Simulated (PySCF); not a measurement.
A calculated (LDA, PySCF 2.14, aug-cc-pVTZ-DK, the spin-free X2C one-electron Hamiltonian (Gaussian nucleus)) atom or ion has these occupied shells.

```csv
shell,electrons,orbital energy (eV),"rms radius, mean of both spins (bohr)"
1s β,1,-7595.8,0.0649
1s α,1,-7595.8,0.0649
2s α,1,-924.53,0.278
2s β,1,-922.19,0.278
2p α,3,-796.84,0.249
2p β,3,-795.02,0.249
3s α,1,-130.06,0.828
3s β,1,-125.44,0.828
3p α,3,-93.470,0.878
3p β,3,-89.006,0.878
3d α,5,-35.343,1.07
3d β,1,-31.323,1.07
4s β,1,-23.478,2.50
```

Task: Name the element and its charge.

Result: Co²⁺ (cobalt, charge +2), in [Ar] 3d6 4s1, 4s spin antiparallel (an excited configuration).
